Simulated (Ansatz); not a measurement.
Reaction (SMILES): [SiH3]N[SiH2]O[SiH3] → [SiH2]N[SiH2]O[SiH3] + H atom (the H-Si bond at the site shown breaks; other sites are not compared here)
Geometries: B3LYP-D3(BJ)/def2-TZVP minima from Ansatz (a program for electronic structure), one conformer each, not searched for the lowest.
Geometry of the first species:
```
Si
O 1 1.6367
Si 2 1.6334 1 153.11
N 1 1.7161 2 112.32 3 -160.93
H 4 1.0115 1 115.31 2 87.68
Si 4 1.7331 5 115.94 1 172.16
H 1 1.4761 2 107.96 3 79.95
H 6 1.4789 4 106.87 5 179.45
H 3 1.4790 2 108.65 1 163.35
H 1 1.4797 7 112.05 2 118.99
H 3 1.4813 9 109.39 2 -120.32
H 3 1.4824 9 109.39 11 -119.27
H 6 1.4829 8 109.85 4 120.65
H 6 1.4838 8 109.26 13 117.62
```

Wanted: bond dissociation energy (electronic energy difference), in eV. Valence correlation only, unless marked. Open shells are spin-unrestricted. No spin-orbit coupling. No relativistic terms. CBS(X,Y): correlation extrapolated as X^-3; Hartree-Fock from the larger set.

CCSD(T)/CBS(cc-pV(T+d)Z,cc-pV(Q+d)Z) (Ansatz) gives 4.18 eV.

### Question
Another calculation gave 3.98 eV. Which level was it?
A) BHLYP/def2-TZVPD (Ansatz)
B) PBE/def2-TZVPD (Ansatz)
C) r2SCAN0/def2-TZVPD (Ansatz)

### Answer
C, r2SCAN0/def2-TZVPD (Ansatz). The others give 4.14 (BHLYP), 3.87 (PBE) eV.
